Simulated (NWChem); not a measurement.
Species: GeH cation, singlet

```xyz
2

Ge     0.0000     0.0000    -0.0371
H      0.0000     0.0000     1.5688
```
Atoms are numbered in this order, from 1.

Results from NWChem. Pople sets run with spherical d functions. Low-valent species are run as closed-shell singlets; no triplet was tried in these runs. Coordinates come from a B3LYP/6-31G* (spherical d) optimisation. Vzz is the largest principal value of the second derivative of the potential at the nucleus (NWChem prints the opposite sign); η is the asymmetry. Non-relativistic.

| level | Vzz Ge1 (a.u.) | η Ge1 |
|---|---|---|
| Hartree-Fock/6-31G* | -5.644 | 0.00 |
| Hartree-Fock/def2-SVP | -6.057 | 0.00 |
| CAM-B3LYP/def2-TZVP | -7.121 | 0.00 |
| CAM-B3LYP/def2-SVP | -6.304 | 0.00 |
